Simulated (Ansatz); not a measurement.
## Pulling the pair apart

The pair of F⁻ (SMILES [F-], atom 1) and H₂Te (SMILES [TeH2], atoms 2–4), both closed shells, in one local arrangement (a lower one may exist), relaxed at PBE0-D4/def2-TZVPD:

```csv
atom,x (Å),y (Å),z (Å)
F1,-0.5926,-0.4699,-1.9614
Te2,0.4743,0.2885,-0.1325
H3,0.9333,0.6597,1.5285
H4,-0.8151,-0.4783,0.5654
```

H₂Te is shifted rigidly along the line between the mean atom positions of the two fragments (negative: closer). Counterpoise interaction energies in kcal/mol. Ansatz 0.2.0; basis: def2-TZVPPD; cores frozen in the correlated methods. Filled d shells of the heavier atoms are correlated. Core potentials replace the inner electrons of the atoms past krypton. The def2 sets are not built for correlating such inner shells, so the correlated values are less sure here.

| shift (Å) | HF | PBE0-D4 | wB97M-V |
| --- | --- | --- | --- |
| -0.22 | -23.08 | -28.35 | -25.97 |
| -0.11 | -26.11 | -31.71 | -29.53 |
| 0.00 | -26.94 | -32.60 | -30.61 |
| 0.11 | -26.47 | -31.96 | -30.17 |
| 0.27 | -24.64 | -29.67 | -28.13 |
| 0.56 | -20.01 | -23.91 | -22.77 |
| 1.12 | -12.18 | -14.29 | -13.58 |
| 2.25 | -4.67 | -5.26 | -4.95 |

Task: What does CCSD(T) give at these shifts? (An estimate is asked for; the value comes from the calculation.)

Result: By the calculation: -22.01, -25.95, -27.40, -27.32, -25.76, -21.12, -12.78, -4.75 kcal/mol. For zero shift, CCSD(T) at an estimated basis limit (MP2 extrapolated from triple and quadruple zeta, plus CCSD(T) − MP2 in triple zeta) gives -30.58 kcal/mol. These are counterpoise interaction energies, counted from the two frozen fragments.

The T1 diagnostic stays at or below 0.017.

For scale, one of the runs: CCSD(T)/def2-TZVPPD, 133 basis functions, launched by `ansatz run in.yaml --threads 2 --pin off --events-out ev --progress --plain --max-ram 5222MiB`. Hardware: 2 CPU threads, shared host. Wall time 9 s; peak host memory 0.61 GiB.
